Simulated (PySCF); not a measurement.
**`C[C@H]1COBO[C@H]1F`, C4H8BFO2**

Geometry:
```json
{"atom": "C1", "x (Å)": "-1.872", "y (Å)": "-0.405", "z (Å)": "-0.210"}
{"atom": "C2", "x (Å)": "-0.400", "y (Å)": "-0.087", "z (Å)": "-0.436"}
{"atom": "C3", "x (Å)": "-0.005", "y (Å)": "1.277", "z (Å)": "0.139"}
{"atom": "O4", "x (Å)": "1.390", "y (Å)": "1.503", "z (Å)": "0.048"}
{"atom": "B5", "x (Å)": "2.244", "y (Å)": "0.472", "z (Å)": "0.017"}
{"atom": "O6", "x (Å)": "1.850", "y (Å)": "-0.840", "z (Å)": "0.060"}
{"atom": "C7", "x (Å)": "0.514", "y (Å)": "-1.132", "z (Å)": "0.219"}
{"atom": "F8", "x (Å)": "0.231", "y (Å)": "-1.181", "z (Å)": "1.573"}
{"atom": "H9", "x (Å)": "-2.128", "y (Å)": "-1.354", "z (Å)": "-0.676"}
{"atom": "H10", "x (Å)": "-2.085", "y (Å)": "-0.474", "z (Å)": "0.854"}
{"atom": "H11", "x (Å)": "-2.495", "y (Å)": "0.375", "z (Å)": "-0.641"}
{"atom": "H12", "x (Å)": "-0.166", "y (Å)": "-0.099", "z (Å)": "-1.506"}
{"atom": "H13", "x (Å)": "-0.298", "y (Å)": "1.333", "z (Å)": "1.194"}
{"atom": "H14", "x (Å)": "-0.498", "y (Å)": "2.085", "z (Å)": "-0.409"}
{"atom": "H15", "x (Å)": "3.385", "y (Å)": "0.686", "z (Å)": "-0.079"}
{"atom": "H16", "x (Å)": "0.326", "y (Å)": "-2.148", "z (Å)": "-0.158"}
```

Method used: TDDFT LC-wPBE/def2-SVPD circular dichroism and optical rotation, one conformer, gas phase (PySCF). Geometry: GFN2-xTB.

(1) Draw the ECD and absorption spectra from the lowest 8 states, each a Gaussian of half-width 0.35 eV at 1/e height.

Answers

(1) 
```
E (eV)  λ (nm)  Δε (L mol⁻¹ cm⁻¹)  ε (L mol⁻¹ cm⁻¹)
  7.97     156              +0.99              22.5
  8.12     153              +2.80              71.9
  8.27     150              +5.46               195
  8.42     147              +7.22               519
  8.57     145              +6.03              1320
  8.72     142              +2.38              2800
  8.87     140              -0.26              4490
  9.02     137              +1.06              5270
  9.17     135              +4.53              4620
  9.32     133              +5.23              3340
  9.47     131              +0.47              2630
  9.62     129              -9.08              2730
  9.77     127             -19.93              3020
```
Δε uses R in velocity form, ε uses f in length form. Only the states computed contribute, so the short-wavelength end is incomplete.
